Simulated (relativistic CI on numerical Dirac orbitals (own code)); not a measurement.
**Pd⁺: resonant inelastic scattering at the M2,3 edge**

Computed with this model: Dirac-Coulomb-Breit CI, KLI orbitals optimised for each configuration, model QED (radiative potential, 1s self-energy scaled to tabulated hydrogen-like ionisation energies), Kramers-Heisenberg scattering through one core-hole configuration in a parametric crystal field, unscaled Slater integrals; configurations [Kr] 4d9 → [Ne] 3s2 3p5 3d10 4s2 4p6 4d10; 80 K; core-hole width 3 eV; summed over polarisations. Incident energies are the highest absorption maxima for each field (at most a few, so the weaker spin-orbit partner edge can be absent), on the computed scale of the free ion. Intensities are in per cent of the strongest line above 0.02 eV; levels within 1 cm⁻¹ are merged; final levels count from the ground level, the first row holds all elastic scattering, lines under 0.4 are left out and each table stops after 24 rows. The scale of the Slater integrals is a model choice and moves the terms in proportion.

Field parameters in Wybourne normalisation: D4h B²₀ = −7Ds, B⁴₀ = 21(Dq − Dt), B⁴₄ = 21√(5/14) Dq; Oh B⁴₀ = 21Dq, B⁴₄ = √(5/14) B⁴₀. The field is a parameter set, without covalency.

S is read from ⟨S²⟩ = S(S + 1).

Oh, 10Dq = 7500 cm⁻¹:

```json
{"Final level (eV)": "0.000", "Degeneracy": "4", "Irrep": "Γ8", "S": "0.50", "533.6 eV": "163.4"}
{"Final level (eV)": "0.802", "Degeneracy": "2", "Irrep": "Γ7", "S": "0.50", "533.6 eV": "100.0"}
{"Final level (eV)": "1.094", "Degeneracy": "4", "Irrep": "Γ8", "S": "0.50", "533.6 eV": "72.9"}
```

D4h, 10Dq = 14500, Ds = 1530, Dt = 420 cm⁻¹:

```csv
Final level (eV),Degeneracy,Irrep,S,534.4 eV,562.6 eV
0.000,2,Γ7,0.50,113.1,12.9
1.005,2,Γ6,0.50,61.4,10.2
1.774,2,Γ7,0.50,100.0,7.7
2.110,2,Γ7,0.50,89.8,21.8
2.246,2,Γ6,0.50,19.9,31.4
```

D4h, 10Dq = 6450, Ds = 1680, Dt = 90 cm⁻¹:

```json
{"Final level (eV)": "0.000", "Degeneracy": "2", "Irrep": "Γ7", "S": "0.50", "533.9 eV": "138.0"}
{"Final level (eV)": "0.835", "Degeneracy": "2", "Irrep": "Γ7", "S": "0.50", "533.9 eV": "82.0"}
{"Final level (eV)": "0.862", "Degeneracy": "2", "Irrep": "Γ6", "S": "0.50", "533.9 eV": "58.8"}
{"Final level (eV)": "1.371", "Degeneracy": "2", "Irrep": "Γ7", "S": "0.50", "533.9 eV": "100.0"}
{"Final level (eV)": "1.560", "Degeneracy": "2", "Irrep": "Γ6", "S": "0.50", "533.9 eV": "14.2"}
```

For the first field the strongest loss at the lowest incident energy is the level at 0.80 eV (S = 0.50, against 0.50 in the thermal ground state).
